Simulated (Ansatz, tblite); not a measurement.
Forces on Ga6N6, a cluster cut from wurtzite GaN (bare) at its PBE-D4/def2-SVP geometry. Total charge 0; singlet.

The xTB rows come from tblite.

GFN1-xTB (tblite), largest force 1.53 eV/Å:

```xyz
12
positions Å, forces eV/Å
N     2.279    0.276   -0.086    1.508    0.209   -0.036
Ga    1.017    1.418   -0.956    0.238    0.356   -0.120
Ga    1.217   -1.178   -1.043    0.186   -0.312   -0.258
N     0.353    0.007   -2.270    0.217   -0.025   -1.510
N    -0.716    2.113   -0.546   -0.456    1.417   -0.338
Ga   -1.325    0.381   -1.434   -0.297   -0.017   -0.331
Ga    1.325   -0.381    1.434    0.297    0.016    0.331
N     0.716   -2.114    0.546    0.455   -1.414    0.338
N    -0.353   -0.007    2.269   -0.218    0.025    1.512
Ga   -1.217    1.178    1.043   -0.187    0.311    0.257
Ga   -1.017   -1.417    0.955   -0.238   -0.356    0.118
N    -2.280   -0.276    0.086   -1.506   -0.209    0.037
```

GFN2-xTB (tblite), largest force 0.57 eV/Å:

```
N -0.017 0.211 0.161
Ga 0.305 0.478 -0.077
Ga 0.165 -0.428 -0.343
N -0.135 -0.228 -0.026
N 0.156 0.107 0.188
Ga -0.371 -0.100 -0.425
Ga 0.370 0.100 0.425
N -0.156 -0.105 -0.188
N 0.135 0.228 0.028
Ga -0.164 0.428 0.343
Ga -0.306 -0.478 0.077
N 0.018 -0.211 -0.161
```

PBE0-D4/def2-SVP (Ansatz), largest force 0.69 eV/Å:

```
N -0.686 -0.057 0.046
Ga -0.231 -0.370 0.029
Ga -0.095 0.333 0.263
N -0.121 -0.030 0.676
N 0.232 -0.619 0.187
Ga 0.274 0.106 0.320
Ga -0.276 -0.106 -0.322
N -0.233 0.621 -0.187
N 0.121 0.030 -0.673
Ga 0.096 -0.335 -0.265
Ga 0.229 0.368 -0.028
N 0.689 0.058 -0.046
```
